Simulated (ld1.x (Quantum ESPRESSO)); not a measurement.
## Transferability test, TM potential for Mn (Z = 25)

- Element: Mn (Z = 25)
- Generator: ld1.x (Quantum ESPRESSO) 7.5
- Type: norm-conserving Troullier–Martins (Kleinman–Bylander form)
- Functional: PBE
- Relativity: scalar-relativistic
- Frozen core: [Ne] 3s2
- Valence charge: 13
- Reference configuration: 3p6 3d5 4s2 4p0
- Partial waves: 3p (bound): rc 0.90 bohr; 3d (bound): rc 1.60 bohr; 4s (bound): rc 2.20 bohr
- Local potential: the s channel
- Core correction: a·sin(br)/r model core inside 0.40 bohr

Energies are relative to the spin-unpolarised reference configuration 3p6 3d5 4s2 4p0; without spin polarisation the order of configurations can differ from experiment.

| valence configuration | charge | ΔE all-electron (eV) | error AE − PS (meV) |
| --- | --- | --- | --- |
| 3p6 3d5 4s1 4p0 | +1 | 8.416 | -5.7 |
| 3p6 3d4 4s0 4p0 | +3 | 56.534 | -188 |
| 3p5 3d5 4s2 4p0 | +1 | 61.980 | -564 |
| 3p6 3d3 4s0 4p0 | +4 | 107.296 | -678 |
| 3p6 3d6 4s1 4p0 | 0 | -0.358 | -158 |

(1) What are ΔE and the potential's error for 3p6 3d5 4s0 4p0?

(2) What are ΔE and the potential's error for 3p6 3d4 4s2 4p0?

Answers

(1) ΔE = 24.015 eV all-electron; the error (AE − PS) is -37 meV.

(2) ΔE = 13.187 eV all-electron; the error (AE − PS) is -183 meV.

These tests converged, but a pseudo level misses the all-electron one widely, so the file describes the atom poorly there or has found another state: 3p6 3d4 4s0 4p0: empty 4p by 2.8 eV (a node warning on the way); 3p6 3d3 4s0 4p0: empty 4p by 4.4 eV.
